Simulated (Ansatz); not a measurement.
These are r2SCAN-D4/def2-SVP (Ansatz, a quantum-chemistry and plane-wave program) values and carry that method's errors. No frequencies were computed at this level.

Ansatz 0.2 input:
```yaml
crystal:
  periodic: [false, false, false]
  atoms:
    - { symbol: Hf, position_ang: [-0.02191, -0.041368, -0.031962] }
    - { symbol: Cl, position_ang: [0.897185, 1.693946, 1.308789] }
    - { symbol: H, position_ang: [1.376573, -1.2295, -0.326226] }
    - { symbol: H, position_ang: [-0.612481, 0.795004, -1.582999] }
    - { symbol: H, position_ang: [-1.40091, -0.767853, 0.980259] }
basis:
  gaussian: { orbitals: def2-svp }
hamiltonian:
  xc: r2scan
  dispersion: d4
relax:
  max_steps: 150
```

Output:

```
Functional definition: r2SCAN
683 factors; their error is unknown
mean field evaluation 1: about -13873.2544 eV, gradient 1.6e1 eV
mean field evaluation 2: about -13872.9076 eV, gradient 2.0e1 eV
mean field evaluation 4: about -13874.1765 eV, gradient 1.2e0 eV
mean field evaluation 8: about -13874.1076 eV, gradient 1.5e-1 eV
mean field evaluation 16: about -13874.1076 eV, gradient 1.8e-5 eV
mean field -13874.10764691 eV, -509.8640518161 hartree, gradient 1.8e-5 eV, S^2 0.000000; 0 other end points of the search recorded, 0 dependent functions left out
reference -13874.10766987 eV, -509.8640526598 hartree; 16, 16 occupied and 49, 49 virtual orbitals, 683 factors
relax step   1: F+E_penalty+E_count = -13874.12843677 eV  Δ(F+E_penalty+E_count) = +0.000e0 eV  max|allowed force component| = 8.803e-1 eV/Å  Δτ_max = 0.0000 Å  (28 SCF iters, accepted)
these checks for a lower state are left out or cut short: starts, cluster_reference, orbital_swaps, neighbouring_geometries, increment
683 factors; their error is unknown
mean field -13874.09017460 eV, -509.8634097206 hartree, gradient 1.3e-5 eV, S^2 0.000000; 0 other end points of the search recorded, 0 dependent functions left out
reference -13874.09019757 eV, -509.8634105645 hartree; 16, 16 occupied and 49, 49 virtual orbitals, 683 factors
relax step   2: F+E_penalty+E_count = -13874.11090191 eV  Δ(F+E_penalty+E_count) = +1.753e-2 eV  max|allowed force component| = 1.321e0 eV/Å  Δτ_max = 0.1940 Å  (34 SCF iters, rejected (line search))
these checks for a lower state are left out or cut short: starts, cluster_reference, orbital_swaps, neighbouring_geometries, increment
683 factors; their error is unknown
mean field evaluation 32: about -13874.1701 eV, gradient 1.4e-5 eV
mean field -13874.17010577 eV, -509.8663471369 hartree, gradient 1.4e-5 eV, S^2 0.000000; 0 other end points of the search recorded, 0 dependent functions left out
reference -13874.17012880 eV, -509.8663479831 hartree; 16, 16 occupied and 49, 49 virtual orbitals, 683 factors
relax step   3: F+E_penalty+E_count = -13874.19109478 eV  Δ(F+E_penalty+E_count) = -6.266e-2 eV  max|allowed force component| = 1.036e-1 eV/Å  Δτ_max = 0.0819 Å  (35 SCF iters, accepted)
these checks for a lower state are left out or cut short: starts, cluster_reference, orbital_swaps, neighbouring_geometries, increment
683 factors; their error is unknown
mean field -13874.17214333 eV, -509.8664220156 hartree, gradient 1.3e-5 eV, S^2 0.000000; 0 other end points of the search recorded, 0 dependent functions left out
reference -13874.17216633 eV, -509.8664228611 hartree; 16, 16 occupied and 49, 49 virtual orbitals, 683 factors
relax step   4: F+E_penalty+E_count = -13874.19302036 eV  Δ(F+E_penalty+E_count) = -1.926e-3 eV  max|allowed force component| = 2.652e-2 eV/Å  Δτ_max = 0.0101 Å  (30 SCF iters, accepted)
these checks for a lower state are left out or cut short: starts, cluster_reference, orbital_swaps, neighbouring_geometries, increment
683 factors; their error is unknown
mean field -13874.17216971 eV, -509.8664229852 hartree, gradient 1.5e-5 eV, S^2 0.000000; 0 other end points of the search recorded, 0 dependent functions left out
reference -13874.17219272 eV, -509.8664238308 hartree; 16, 16 occupied and 49, 49 virtual orbitals, 683 factors
relax step   5: F+E_penalty+E_count = -13874.19305377 eV  Δ(F+E_penalty+E_count) = -3.341e-5 eV  max|allowed force component| = 4.461e-3 eV/Å  Δτ_max = 0.0008 Å  (32 SCF iters, accepted)
683 factors; their error is unknown
mean field evaluation 64: about -13874.1720 eV, gradient 3.4e-1 eV
mean field -13874.17216971 eV, -509.8664229852 hartree, gradient 1.5e-5 eV, S^2 0.000000; 1 other end points of the search recorded, 0 dependent functions left out
reference -13874.17219272 eV, -509.8664238308 hartree; 16, 16 occupied and 49, 49 virtual orbitals, 683 factors
Total energy: -13874.19307678 eV, -509.8671913059 hartree
Atom 0 at     0.013059     0.024625     0.019031 Å, force    -0.002000    -0.003792    -0.002927 eV/Å
Atom 1 at     0.915038     1.727679     1.334848 Å, force     0.002351     0.004461     0.003443 eV/Å
Atom 2 at     1.305699    -1.234968    -0.351360 Å, force    -0.000936     0.000195    -0.000169 eV/Å
Atom 3 at    -0.616677     0.721666    -1.565973 Å, force     0.000084    -0.000844     0.000502 eV/Å
Atom 4 at    -1.378662    -0.788773     0.911315 Å, force     0.000500    -0.000020    -0.000849 eV/Å
Dipole moment:    -0.048309    -0.091254    -0.070498 e Å
```

Cost: around 12 core-seconds (rough).
